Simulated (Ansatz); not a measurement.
C3H8OSi can be A, `CC1(O)C[SiH2]1`, or B, `C1C[SiH2]CO1`.

Program: Ansatz. Geometries: PBE0-D4/def2-TZVP. ΔE: electronic, gas phase. CBS: MP2 limit from def2 TZ/QZ plus the TZ coupled-cluster correction, frozen cores. DFT in def2-TZVPP. B3LYP here is the variant with VWN-RPA as its local correlation; programs differ in this. One conformer a species, not always the lowest.

Problem. Which isomer does CCSD(T)/CBS put lower? Give the gap. (An estimate is asked.)

Solution. The calculation gave: B, by 20.0 kcal/mol.

Problem. Give E(B) − E(A) in kcal/mol with PBE-D4, HF/def2-TZVPP, CCSD(T)/def2-TZVPP, B3LYP-D4, CCSD/def2-TZVPP, ωB97M-V, CCSD(T)/def2-SVP. (Estimate.)

Solution. Computed: PBE-D4 -18.3, HF/def2-TZVPP -25.2, CCSD(T)/def2-TZVPP -20.5, B3LYP-D4 -20.6, CCSD/def2-TZVPP -21.2, ωB97M-V -20.4, CCSD(T)/def2-SVP -19.3. None reverses the order clearly.

Problem. Does the order hold for the free energy at 298.15 K (harmonic terms from PBE0-D4)? (Best estimate.)

Solution. Ansatz gave: Yes: G(B) − G(A) = -17.9 kcal/mol, for one conformer each.

Largest T1 diagnostic: 0.012.

From r2SCAN to r2SCAN0 (25 % exact exchange), in def2-TZVPP and without D4, E(B) − E(A) moves by −1.1 kcal/mol. In def2-TZVPP, CCSD(T) changes the Hartree–Fock value by +4.7 kcal/mol (the triples alone add +0.7 kcal/mol) and MP2 by +5.8 kcal/mol.
